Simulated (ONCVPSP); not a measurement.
## V (Z = 23), ONCV: configuration errors across variants

vanadium (V), optimised norm-conserving Vanderbilt (ONCV), made with ONCVPSP 4.0.1 (PBE, scalar-relativistic). Core [Ne], reference 3s2 3p6 3d3 4s0.5 (charge +1.5). Waves: 3s+4s: rc 1.50 bohr, ncon 4, nbas 7, qcut 6.7 1/bohr, 2 projectors; 3p: rc 1.65 bohr, ncon 3, nbas 7, qcut 10.1 1/bohr, 2 projectors, debl 1.1 Ha; 3d: rc 1.45 bohr, ncon 3, nbas 7, qcut 12.5 1/bohr, 2 projectors, debl 3.6 Ha. Local part: polynomial inside 1.10 bohr (lpopt 5, dvloc0 4 Ha). Core correction: Teter function fitted to the true core (icmod 2), fcfact 0.7.

In the p channel the program set the typed energies aside and used -2.057, 0.250 Ha.

All-electron excitation energies from the reference (eV): (1) 3s2 3p6 3d3 4s2 -14.019; (2) 3s2 3p6 3d3 4s1 -6.284; (3) 3s2 3p6 3d3 4s0 8.012; (4) 3s2 3p6 3d1 4s0 82.782.

1 further variants failed, have other tests or too few solved ones, and are left out.

Errors AE − PS in meV (a dash: test not solved or not reliable):

| change | (1) | (2) | (3) | (4) | bound ghosts | GHOST(+) flags above zero |
| --- | --- | --- | --- | --- | --- | --- |
| base | +1.2 | +0.4 | -0.6 | +161 | none | none |
| s: qcut 4.1 | +0.9 | +0.3 | -0.7 | +165 | none | none |
| d: debl 2.35 | +1.2 | +0.4 | -0.6 | +161 | none | none |
| s: qcut 5.2 | +1.0 | +0.4 | -0.6 | +165 | none | none |

**Question.** Give the same row for: d: nbas 8.

**Answer.** +1.2, +0.4, -0.6, +164; bound ghosts: none; GHOST(+) flags above zero: none.
